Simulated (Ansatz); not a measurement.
Molecular dynamics of CH6Ge

The input (input.yaml):

```yaml
crystal:
  periodic: [false, false, false]
  atoms:
    - { symbol: Ge, position_ang: [0.003521, 0.017099, -0.004887] }
    - { symbol: H, position_ang: [-0.206092, -0.137072, 1.569185] }
    - { symbol: H, position_ang: [1.605421, 0.074864, -0.321821] }
    - { symbol: C, position_ang: [-0.984687, 1.578907, -0.664955] }
    - { symbol: H, position_ang: [-2.068135, 1.543294, -0.635444] }
    - { symbol: H, position_ang: [-0.608078, 2.370373, -0.024096] }
    - { symbol: H, position_ang: [-0.657391, 1.793413, -1.666147] }
    - { symbol: H, position_ang: [-0.578059, -1.302459, -0.680865] }
basis:
  gaussian: { orbitals: def2-SVP }
hamiltonian:
  xc: pbe
  dispersion: d4
md:
  timestep: 0.5
  n_steps: 250
  ensemble: nve
  temperature: 200.0
  initial_velocities: maxwell_boltzmann
  seed: 2442
```

Command:

```bash
$ ansatz run input.yaml --threads 1 --pin off --max-ram 2048MiB --backend cpu --events-out ev --progress --plain --runs-dir out
```

It goes on from the last frame of an earlier run, with new velocities.

Output, in part (one step line in 5, the closing report, with atoms numbered from 0):

```
md step     0: t =     0.00 fs  T =   200.0 K  F+E_penalty+E_count = -57634.43367771 eV  E_kin = 0.155112 eV  conserved = -57634.27856572 eV  (23 SCF iters)
md step     5: t =     2.50 fs  T =   301.7 K  F+E_penalty+E_count = -57634.51361184 eV  E_kin = 0.233996 eV  conserved = -57634.27961616 eV  (27 SCF iters)
md step    10: t =     5.00 fs  T =   200.7 K  F+E_penalty+E_count = -57634.43407493 eV  E_kin = 0.155618 eV  conserved = -57634.27845692 eV  (27 SCF iters)
md step    15: t =     7.50 fs  T =   261.2 K  F+E_penalty+E_count = -57634.48175430 eV  E_kin = 0.202589 eV  conserved = -57634.27916542 eV  (27 SCF iters)
md step    20: t =    10.00 fs  T =   271.1 K  F+E_penalty+E_count = -57634.48945739 eV  E_kin = 0.210235 eV  conserved = -57634.27922283 eV  (27 SCF iters)
md step    25: t =    12.50 fs  T =   182.6 K  F+E_penalty+E_count = -57634.42032198 eV  E_kin = 0.141582 eV  conserved = -57634.27873977 eV  (27 SCF iters)
md step    30: t =    15.00 fs  T =   177.2 K  F+E_penalty+E_count = -57634.41638005 eV  E_kin = 0.137440 eV  conserved = -57634.27893966 eV  (28 SCF iters)
md step    35: t =    17.50 fs  T =   188.6 K  F+E_penalty+E_count = -57634.42506234 eV  E_kin = 0.146261 eV  conserved = -57634.27880127 eV  (24 SCF iters)
md step    40: t =    20.00 fs  T =   217.1 K  F+E_penalty+E_count = -57634.44770189 eV  E_kin = 0.168394 eV  conserved = -57634.27930796 eV  (27 SCF iters)
md step    45: t =    22.50 fs  T =   185.0 K  F+E_penalty+E_count = -57634.42183181 eV  E_kin = 0.143491 eV  conserved = -57634.27834092 eV  (27 SCF iters)
md step    50: t =    25.00 fs  T =   319.2 K  F+E_penalty+E_count = -57634.52734116 eV  E_kin = 0.247557 eV  conserved = -57634.27978438 eV  (27 SCF iters)
md step    55: t =    27.50 fs  T =   225.0 K  F+E_penalty+E_count = -57634.45307081 eV  E_kin = 0.174488 eV  conserved = -57634.27858286 eV  (27 SCF iters)
md step    60: t =    30.00 fs  T =   219.0 K  F+E_penalty+E_count = -57634.44888503 eV  E_kin = 0.169854 eV  conserved = -57634.27903146 eV  (27 SCF iters)
md step    65: t =    32.50 fs  T =   218.8 K  F+E_penalty+E_count = -57634.44850480 eV  E_kin = 0.169683 eV  conserved = -57634.27882203 eV  (27 SCF iters)
md step    70: t =    35.00 fs  T =   237.8 K  F+E_penalty+E_count = -57634.46365195 eV  E_kin = 0.184407 eV  conserved = -57634.27924496 eV  (27 SCF iters)
md step    75: t =    37.50 fs  T =   173.1 K  F+E_penalty+E_count = -57634.41296626 eV  E_kin = 0.134252 eV  conserved = -57634.27871392 eV  (27 SCF iters)
md step    80: t =    40.00 fs  T =   203.0 K  F+E_penalty+E_count = -57634.43630686 eV  E_kin = 0.157420 eV  conserved = -57634.27888674 eV  (26 SCF iters)
md step    85: t =    42.50 fs  T =   262.7 K  F+E_penalty+E_count = -57634.48320191 eV  E_kin = 0.203728 eV  conserved = -57634.27947389 eV  (26 SCF iters)
md step    90: t =    45.00 fs  T =   172.4 K  F+E_penalty+E_count = -57634.41212227 eV  E_kin = 0.133690 eV  conserved = -57634.27843257 eV  (28 SCF iters)
md step    95: t =    47.50 fs  T =   231.1 K  F+E_penalty+E_count = -57634.45845751 eV  E_kin = 0.179195 eV  conserved = -57634.27926209 eV  (27 SCF iters)
md step   100: t =    50.00 fs  T =   214.1 K  F+E_penalty+E_count = -57634.44487880 eV  E_kin = 0.166068 eV  conserved = -57634.27881062 eV  (27 SCF iters)
md step   105: t =    52.50 fs  T =   203.3 K  F+E_penalty+E_count = -57634.43688488 eV  E_kin = 0.157687 eV  conserved = -57634.27919818 eV  (27 SCF iters)
md step   110: t =    55.00 fs  T =   155.2 K  F+E_penalty+E_count = -57634.39889452 eV  E_kin = 0.120400 eV  conserved = -57634.27849413 eV  (27 SCF iters)
md step   115: t =    57.50 fs  T =   254.9 K  F+E_penalty+E_count = -57634.47726023 eV  E_kin = 0.197683 eV  conserved = -57634.27957746 eV  (26 SCF iters)
md step   120: t =    60.00 fs  T =   192.3 K  F+E_penalty+E_count = -57634.42790801 eV  E_kin = 0.149130 eV  conserved = -57634.27877779 eV  (28 SCF iters)
md step   125: t =    62.50 fs  T =   167.5 K  F+E_penalty+E_count = -57634.40861780 eV  E_kin = 0.129922 eV  conserved = -57634.27869604 eV  (28 SCF iters)
md step   130: t =    65.00 fs  T =   236.9 K  F+E_penalty+E_count = -57634.46292772 eV  E_kin = 0.183692 eV  conserved = -57634.27923562 eV  (27 SCF iters)
md step   135: t =    67.50 fs  T =   223.4 K  F+E_penalty+E_count = -57634.45208029 eV  E_kin = 0.173248 eV  conserved = -57634.27883251 eV  (27 SCF iters)
md step   140: t =    70.00 fs  T =   215.8 K  F+E_penalty+E_count = -57634.44645000 eV  E_kin = 0.167387 eV  conserved = -57634.27906280 eV  (27 SCF iters)
md step   145: t =    72.50 fs  T =   206.8 K  F+E_penalty+E_count = -57634.43922563 eV  E_kin = 0.160410 eV  conserved = -57634.27881539 eV  (24 SCF iters)
md step   150: t =    75.00 fs  T =   245.4 K  F+E_penalty+E_count = -57634.46977110 eV  E_kin = 0.190353 eV  conserved = -57634.27941763 eV  (26 SCF iters)
md step   155: t =    77.50 fs  T =   140.1 K  F+E_penalty+E_count = -57634.38721105 eV  E_kin = 0.108687 eV  conserved = -57634.27852391 eV  (28 SCF iters)
md step   160: t =    80.00 fs  T =   174.5 K  F+E_penalty+E_count = -57634.41442142 eV  E_kin = 0.135339 eV  conserved = -57634.27908228 eV  (27 SCF iters)
md step   165: t =    82.50 fs  T =   199.6 K  F+E_penalty+E_count = -57634.43377103 eV  E_kin = 0.154795 eV  conserved = -57634.27897587 eV  (27 SCF iters)
md step   170: t =    85.00 fs  T =   189.8 K  F+E_penalty+E_count = -57634.42608307 eV  E_kin = 0.147232 eV  conserved = -57634.27885066 eV  (27 SCF iters)
md step   175: t =    87.50 fs  T =   224.7 K  F+E_penalty+E_count = -57634.45333606 eV  E_kin = 0.174290 eV  conserved = -57634.27904564 eV  (27 SCF iters)
md step   180: t =    90.00 fs  T =   253.9 K  F+E_penalty+E_count = -57634.47603383 eV  E_kin = 0.196945 eV  conserved = -57634.27908875 eV  (26 SCF iters)
md step   185: t =    92.50 fs  T =   226.5 K  F+E_penalty+E_count = -57634.45474391 eV  E_kin = 0.175657 eV  conserved = -57634.27908681 eV  (28 SCF iters)
md step   190: t =    95.00 fs  T =   167.8 K  F+E_penalty+E_count = -57634.40868932 eV  E_kin = 0.130148 eV  conserved = -57634.27854107 eV  (28 SCF iters)
md step   195: t =    97.50 fs  T =   242.2 K  F+E_penalty+E_count = -57634.46714739 eV  E_kin = 0.187827 eV  conserved = -57634.27932039 eV  (27 SCF iters)
md step   200: t =   100.00 fs  T =   197.1 K  F+E_penalty+E_count = -57634.43164476 eV  E_kin = 0.152883 eV  conserved = -57634.27876222 eV  (24 SCF iters)
md step   205: t =   102.50 fs  T =   190.9 K  F+E_penalty+E_count = -57634.42702499 eV  E_kin = 0.148032 eV  conserved = -57634.27899326 eV  (26 SCF iters)
md step   210: t =   105.00 fs  T =   215.2 K  F+E_penalty+E_count = -57634.44590243 eV  E_kin = 0.166875 eV  conserved = -57634.27902713 eV  (27 SCF iters)
md step   215: t =   107.50 fs  T =   230.8 K  F+E_penalty+E_count = -57634.45796177 eV  E_kin = 0.179024 eV  conserved = -57634.27893751 eV  (27 SCF iters)
md step   220: t =   110.00 fs  T =   234.3 K  F+E_penalty+E_count = -57634.46077800 eV  E_kin = 0.181689 eV  conserved = -57634.27908897 eV  (27 SCF iters)
md step   225: t =   112.50 fs  T =   228.0 K  F+E_penalty+E_count = -57634.45558215 eV  E_kin = 0.176808 eV  conserved = -57634.27877452 eV  (27 SCF iters)
md step   230: t =   115.00 fs  T =   254.0 K  F+E_penalty+E_count = -57634.47627608 eV  E_kin = 0.197006 eV  conserved = -57634.27926972 eV  (27 SCF iters)
md step   235: t =   117.50 fs  T =   173.1 K  F+E_penalty+E_count = -57634.41278614 eV  E_kin = 0.134213 eV  conserved = -57634.27857321 eV  (27 SCF iters)
md step   240: t =   120.00 fs  T =   224.6 K  F+E_penalty+E_count = -57634.45336134 eV  E_kin = 0.174157 eV  conserved = -57634.27920459 eV  (27 SCF iters)
md step   245: t =   122.50 fs  T =   225.9 K  F+E_penalty+E_count = -57634.45414318 eV  E_kin = 0.175198 eV  conserved = -57634.27894482 eV  (26 SCF iters)
md step   250: t =   125.00 fs  T =   210.2 K  F+E_penalty+E_count = -57634.44214062 eV  E_kin = 0.163037 eV  conserved = -57634.27910360 eV  (25 SCF iters)
Total energy: -57634.44217376 eV, -2118.0266838577 hartree
Atom 0 at     0.006168     0.012184    -0.001544 Å, force     0.392065     0.815226     0.781541 eV/Å
Atom 1 at    -0.267002    -0.340888     1.532572 Å, force     0.256394     0.462383    -0.493833 eV/Å
Atom 2 at     1.573924     0.181967    -0.300062 Å, force    -0.785424    -0.138300     0.184949 eV/Å
Atom 3 at    -0.979935     1.598142    -0.679319 Å, force     0.454410     0.161824     0.554122 eV/Å
Atom 4 at    -2.062437     1.591515    -0.495950 Å, force    -0.308201    -0.362298     0.076230 eV/Å
Atom 5 at    -0.599225     2.481359    -0.131875 Å, force     0.115970     0.177219    -0.195761 eV/Å
Atom 6 at    -0.810479     1.719255    -1.762351 Å, force     0.124090     0.036325    -0.098991 eV/Å
Atom 7 at    -0.594443    -1.165882    -0.671271 Å, force    -0.249305    -1.152378    -0.808258 eV/Å
Dipole moment:    -0.054886     0.130405    -0.060218 e Å
```

The run went to its last step. The conserved energy stayed within 0.16 meV per atom of its start (net change -0.067 meV per atom), so the integration is sound. A run of 0.12 ps of so small a system gives no equilibrium averages.

The same pairs are bonded in the first frame and the last. Pairs count as bonded within 1.25 times the sum of covalent radii (0.12 Å more for H–H).

Last frame:

```xyz
8
Properties=species:S:1:pos:R:3
Ge 0.006 0.012 -0.002
H -0.267 -0.341 1.533
H 1.574 0.182 -0.300
C -0.980 1.598 -0.679
H -2.062 1.591 -0.496
H -0.599 2.481 -0.132
H -0.810 1.719 -1.762
H -0.594 -1.166 -0.671
```

The run took 6.9 min on 1 thread of Arm Neoverse V1, with other jobs on the host, peak memory 0.14 GiB.
